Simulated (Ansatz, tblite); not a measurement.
Removing an electron: GaMe2H (C2H7Ga). Charge 0, multiplicity 1. Geometry: PBE-D4/def2-SVP. Ansatz, gas phase; energy differences of separate SCF runs; the oxidised species was run as a doublet alone.

```xyz
10

Ga    0.722   -0.065   -0.282
C    -0.703   -1.312   -0.874
H    -1.497   -0.747   -1.409
H    -1.192   -1.785    0.005
H    -0.332   -2.111   -1.545
C     0.281    1.352    1.035
H     0.018    0.885    2.009
H    -0.612    1.924    0.708
H     1.115    2.060    1.206
H     2.200   -0.201   -0.854
```

The xTB rows come from tblite.

```csv
level,−HOMO (eV),vertical IE (eV),−LUMO (eV),HOMO–LUMO gap (eV)
GFN1-xTB,11.10,14.07,4.66,6.44
r2SCAN-D4/def2-TZVP,6.70,9.60,1.50,5.19
```

(1) Estimate the rows for GFN2-xTB, PBE0-D4/def2-TZVP.

## Answers

(1) 
| level | −HOMO (eV) | vertical IE (eV) | −LUMO (eV) | HOMO–LUMO gap (eV) |
| --- | --- | --- | --- | --- |
| GFN2-xTB | 10.57 | 13.55 | 5.43 | 5.14 |
| PBE0-D4/def2-TZVP | 7.66 | 9.73 | 0.99 | 6.67 |

Run but left out: PBE-D4/def2-TZVP (charge +1 doublet: an occupied level 0.20 eV above an empty one).  Raw xTB energy differences between charge states are shifted by several eV; the methods need an empirical correction for them.
